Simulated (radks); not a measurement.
Lu, 71 electrons, occupied as [Xe] 4f14 5d1 6p2 (not the ground configuration).

Method: Dirac Kohn-Sham, PBE, spin-unpolarised, spherical densities, finite nucleus; open shells fill j = l - 1/2 first; Fermi nuclear charge, rms radius 5.37 fm; computed with a radial shooting solver on a logarithmic mesh with Libxc functionals.

Energy parts (hartree):
| part | energy |
|---|---|
| total | -14578.9707 |
| kinetic | 16245.7014 |
| electron-nucleus | -36245.2295 |
| Hartree | 5722.5946 |
| exchange-correlation | -302.0372 |

Orbitals (lengths in bohr, moments of r in powers of bohr; r(max) is where P^2 peaks; r(90%) holds 90 % of the orbital's charge):
| orbital | occ. | eigenvalue (hartree) | r(max) | r(90%) | <1/r> | small-component weight |
|---|---|---|---|---|---|---|
| 1s1/2 | 2 | -2320.568 | 0.01213 | 0.0351 | 82.18 | 7.11e-02 |
| 2s1/2 | 2 | -394.8557 | 0.06950 | 0.127 | 19.88 | 1.60e-02 |
| 2p1/2 | 2 | -376.9366 | 0.05193 | 0.112 | 19.86 | 1.61e-02 |
| 2p3/2 | 4 | -335.8699 | 0.05845 | 0.122 | 16.96 | 1.46e-02 |
| 3s1/2 | 2 | -89.54322 | 0.1960 | 0.312 | 7.291 | 5.22e-03 |
| 3p1/2 | 2 | -81.60297 | 0.1839 | 0.304 | 7.208 | 5.16e-03 |
| 3p3/2 | 4 | -72.84368 | 0.1973 | 0.324 | 6.463 | 4.75e-03 |
| 3d3/2 | 4 | -59.34579 | 0.1552 | 0.296 | 6.352 | 4.63e-03 |
| 3d5/2 | 6 | -57.43338 | 0.1589 | 0.301 | 6.173 | 4.52e-03 |
| 4s1/2 | 2 | -17.89059 | 0.4466 | 0.687 | 3.053 | 1.69e-03 |
| 4p1/2 | 2 | -14.65504 | 0.4475 | 0.706 | 2.943 | 1.61e-03 |
| 4p3/2 | 4 | -12.66235 | 0.4762 | 0.754 | 2.684 | 1.45e-03 |
| 4d3/2 | 4 | -7.33875 | 0.4758 | 0.813 | 2.462 | 1.26e-03 |
| 4d5/2 | 6 | -6.97494 | 0.4851 | 0.831 | 2.399 | 1.22e-03 |
| 4f5/2 | 6 | -0.46658 | 0.4660 | 1.23 | 1.845 | 7.76e-04 |
| 4f7/2 | 8 | -0.41062 | 0.4714 | 1.26 | 1.813 | 7.55e-04 |
| 5s1/2 | 2 | -2.32186 | 1.044 | 1.69 | 1.142 | 3.45e-04 |
| 5p1/2 | 2 | -1.42817 | 1.135 | 1.93 | 1.006 | 2.73e-04 |
| 5p3/2 | 4 | -1.17500 | 1.224 | 2.10 | 0.9147 | 2.33e-04 |
| 5d3/2 | 1 | -0.13495 | 1.754 | 4.27 | 0.5225 | 7.64e-05 |
| 5d5/2 | 0 | -0.12123 | 1.819 | 4.50 | 0.4986 | 6.96e-05 |
| 6p1/2 | 2 | -0.09551 | 3.919 | 7.01 | 0.2663 | 2.00e-05 |
| 6p3/2 | 0 | -0.08103 | 4.239 | 7.56 | 0.2456 | 1.73e-05 |

The highest occupied level is 6p1/2 at -2.599 eV. The configuration is held as typed, so some empty levels lie below it. Summed over all electrons, <r^2> = 91.22 bohr^2, which gives a Langevin (diamagnetic) susceptibility term of -72.2 x 10^-6 cm^3/mol. The density falls to 0.001 e/bohr^3 at r = 5.47 bohr.
